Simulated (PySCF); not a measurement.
CHI2, SMILES I[CH]I, multiplicity 2. Coordinates come from a PBE-D3(BJ)/def2-SVP optimisation. The isomer is the one that the SMILES or the coordinates give; other isomers of the formula were not compared. The def2 effective core potentials stand for the cores of I; spin–orbit coupling is left out.

Method: PBE-D3(BJ)/def2-SVP (PySCF).

Harmonic wavenumbers (cm⁻¹): 126, 277, 504, 682, 1071, 3148. Rotational constants (GHz): 33.54, 0.5975, 0.5872; symmetry number 1.

### Question
Work out the zero-point energy and the ideal-gas rigid-rotor harmonic-oscillator thermochemistry at 298.15 K and 1 atm.

### Answer
ZPE = ½ Σ hcν = ½ × 5808 cm⁻¹ = 34.74 kJ/mol. H − E(el) = 48.60 kJ/mol. Entropy in J/(mol K): translation 178.42, rotation 115.91, vibration 23.43, spin 5.76, total 323.52. G − E(el) = -47.86 kJ/mol. Cp = 58.59 J/(mol K). Modes under 150 cm⁻¹ make the vibrational entropy uncertain.
